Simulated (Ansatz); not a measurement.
Abridged output of a molecular run in Ansatz:

```
Functional definition: HF
1628 factors; integrals over basis functions are off by at most 7.7e-4 eV
mean field evaluation 1: about -70543.1892 eV, gradient 5.9e1 eV
mean field evaluation 2: about -70543.4645 eV, gradient 6.0e1 eV
mean field evaluation 4: about -70549.7616 eV, gradient 3.7e0 eV
mean field evaluation 8: about -70549.8291 eV, gradient 3.3e-1 eV
mean field -70549.82932484 eV, -2592.6584072959 hartree, gradient 2.8e-6 eV, S^2 0.000000; 0 other end points of the search recorded, 0 dependent functions left out
17 core orbitals not correlated: weight in the atoms' cores, before any rotation towards them, 1.000 or more for the frozen orbitals, at most 0.000 for the correlated occupied ones
reference -70549.82932484 eV, -2592.6584072959 hartree; 21, 21 occupied and 229, 229 virtual orbitals, 1628 factors
second order -29.83293013 eV of doubles, -0.00000000 eV of singles
cycle   1  -29.53935608 eV  change    2.9e-1 eV  update   1.2e-1
cycle   2  -30.32291962 eV  change   -7.8e-1 eV  update   3.6e-2
cycle   3  -30.48709736 eV  change   -1.6e-1 eV  update   1.8e-2
cycle   4  -30.46422254 eV  change    2.3e-2 eV  update   3.8e-3
cycle   5  -30.46294816 eV  change    1.3e-3 eV  update   1.9e-3
cycle   6  -30.46419897 eV  change   -1.3e-3 eV  update   5.3e-4
cycle   7  -30.46394428 eV  change    2.5e-4 eV  update   2.1e-4
cycle   8  -30.46385721 eV  change    8.7e-5 eV  update   5.9e-5
cycle   9  -30.46387115 eV  change   -1.4e-5 eV  update   2.1e-5
perturbative correction -1.06641504 eV, -0.0391900300 hartree
Total energy: -70581.35961104 eV, -2593.8171239417 hartree
```

Its atoms:

Z-matrix (Å, degrees):
```
Si
O 1 1.631
O 1 1.642 2 112.4
H 1 1.481 2 110.9 3 -116.4
H 1 1.484 2 106.4 3 121.0
Ge 2 1.772 1 134.7 3 87.2
H 3 0.958 1 117.8 2 69.9
O 6 1.768 2 108.2 1 95.3
H 6 1.535 2 105.3 1 -145.7
H 6 1.530 2 110.7 1 -19.5
H 8 0.960 6 113.1 2 63.4
```

(1) Which basis set was used?
A. cc-pV(D+d)Z
B. def2-SVP
C. def2-TZVPP
D. def2-TZVPPD

(2) Write the keys of the input that set method, charge and spin (a neutral closed shell needs none for the last two).

## Answers

(1) C. It gives 267 functions.

(2) 
```yaml
correlation: {method: ccsd_t}
```
